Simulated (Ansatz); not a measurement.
**Scan of the Si2–F3 bond length**

SiH2BrOF (SMILES O[SiH](F)Br), singlet, at its PBE0-D4/def2-TZVP minimum:

```csv
atom,x (Å),y (Å),z (Å)
O1,0.7103,1.0609,-0.3398
Si2,0.0938,-0.3387,0.1881
F3,0.2290,-1.4738,-0.9119
Br4,-2.0602,-0.1487,0.6219
H5,0.2302,1.5780,-0.9889
H6,0.8389,-0.7416,1.3845
```

The bond length Si2–F3 (1.586 Å at the minimum) is set to the values below, with the rest relaxed at PBE0-D4/def2-TZVP at each step. Each method's energies count from its own value at the PBE0-D4 minimum structure. Program: Ansatz 0.2.0. Basis: def2-TZVPP. Cores are frozen in the correlated methods. Filled d shells of the heavier atoms are correlated. The def2 sets are not built for correlating such inner shells, so the correlated values are less sure here. B3LYP uses VWN-RPA correlation.

CCSD(T) energies along the scan:
| bond length (Å) | CCSD(T) (kcal/mol) |
| --- | --- |
| 1.301 | 59.97 |
| 1.368 | 30.29 |
| 1.466 | 7.46 |
| 1.580 | 0.02 |
| 1.707 | 4.72 |
| 1.843 | 16.93 |
| 1.988 | 32.99 |
| 2.141 | 50.40 |
| 2.300 | 67.53 |
They count from the CCSD(T) energy at the PBE0-D4 minimum.

Largest difference from the CCSD(T) curve over the scan: r2SCAN-D4 3.73; PBE0-D4 2.48; B3LYP-D4 5.46; wB97M-V 2.16 kcal/mol. Each curve counts from its own value at the minimum.

The T1 diagnostic stays at or below 0.015.

For scale, one of the runs: CCSD(T)/def2-TZVPP, 180 basis functions (an equivalent command: `ansatz run in.yaml --threads 4`). Hardware: 4 CPU threads, shared host. Wall time 44 s; peak host memory 1.8 GiB.
